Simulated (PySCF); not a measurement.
Exercise with solution: entropy of an ideal gas

SiHCl₃, SMILES Cl[SiH](Cl)Cl.

The structure is a stationary point at B3LYP-D3(BJ)/def2-SVP. The isomer is the one that the SMILES or the coordinates give; other isomers of the formula were not compared.

B3LYP-D3(BJ)/def2-SVP (PySCF 2.14.0) gives the harmonic wavenumbers 171, 171, 245, 489, 599, 599, 813, 813, 2309 cm⁻¹ and the rotational temperatures 0.1134, 0.1134, 0.0608 K. The molar mass is 135.44 g/mol, the symmetry number 3, the spin multiplicity 1.

Question: Work out the entropy at 298.15 K and 1 atm in the rigid-rotor, harmonic-oscillator model.

Answer: 
Translation (Sackur–Tetrode at 1 atm): S = R[1.5 ln M + 2.5 ln T − 1.16487] = 170.0 J/(mol K).
Rotation: q = (√π/σ) T^1.5/√(θA θB θC) = 109000, S = R[ln q + 3/2] = 108.9 J/(mol K).
Vibration: with u = 1.4388 ν/T, each mode gives R[u/(e^u − 1) − ln(1 − e^−u)]:
| ν (cm⁻¹) | modes | u | S (J/(mol K)) |
|---|---|---|---|
| 171 | 2 | 0.83 | 20.29 |
| 245 | 1 | 1.18 | 7.39 |
| 489 | 1 | 2.36 | 2.87 |
| 599 | 2 | 2.89 | 3.78 |
| 813 | 2 | 3.92 | 1.65 |
The stiffer modes add less than 0.005 each. Sum 36.0 J/(mol K).
Spin: R ln 1 = 0.0 J/(mol K).
Total 314.8 J/(mol K); the program's own thermochemistry gives 314.9. Translation makes up 54 % and vibration 11 %. Anharmonicity, hindered rotation and orbital degeneracy are left out.
